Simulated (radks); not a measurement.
Neutral selenium inside a hard spherical wall (all orbitals vanish at R), configuration held at [Ar] 3d10 4s2 4p4 and not refilled when levels cross. Calculated with a radial shooting solver on a logarithmic mesh with Libxc functionals: non-relativistic Kohn-Sham, LDA (Slater exchange, VWN5 correlation), spin-polarised, spherical densities, point nucleus; open shells are filled with parallel spins first. Eigenvalues in eV for spin up, with the zero of energy where the potential of the charges vanishes at infinity; a dash marks a level that is unbound or too diffuse for the functional's potential to be trusted. A positive occupied level is held by the wall or, in an anion where self-interaction has pushed it up, behind a barrier. The pressure on the wall is -dE/dV.

| R (bohr) | E (hartree) | kinetic (hartree) | e(3p) | e(3d) | e(4s) | e(4p) | e(5s, empty) | e(5p, empty) | pressure (GPa) |
|---|---|---|---|---|---|---|---|---|---|
| free | -2398.13493 | 2395.963 | -151.08 | -54.726 | -17.463 | -7.214 | -0.482 | - | 0 |
| 20 | -2398.13493 | 2395.963 | -151.08 | -54.726 | -17.463 | -7.214 | -0.475 | 0.410 | < 0.0001 |
| 7 | -2398.13109 | 2395.996 | -150.85 | -54.498 | -17.282 | -7.035 | 1.980 | 5.292 | 0.258 |
| 6 | -2398.11913 | 2396.080 | -150.39 | -54.037 | -16.934 | -6.670 | 4.298 | 8.695 | 1.46 |
| 5 | -2398.06805 | 2396.381 | -149.06 | -52.720 | -15.965 | -5.584 | 9.595 | 15.707 | 9.19 |
| 3 | -2396.61270 | 2402.201 | -135.02 | -38.923 | -3.695 | 9.318 | 64.172 | 77.314 | 676 |
| 2 | -2388.13928 | 2428.704 | -103.88 | -8.003 | 43.613 | 63.632 | 228.79 | 247.20 | 12500 |
| 1.5 | -2365.31686 | 2494.184 | -57.068 | 41.494 | 153.15 | 179.66 | 527.35 | 541.58 | 91000 |
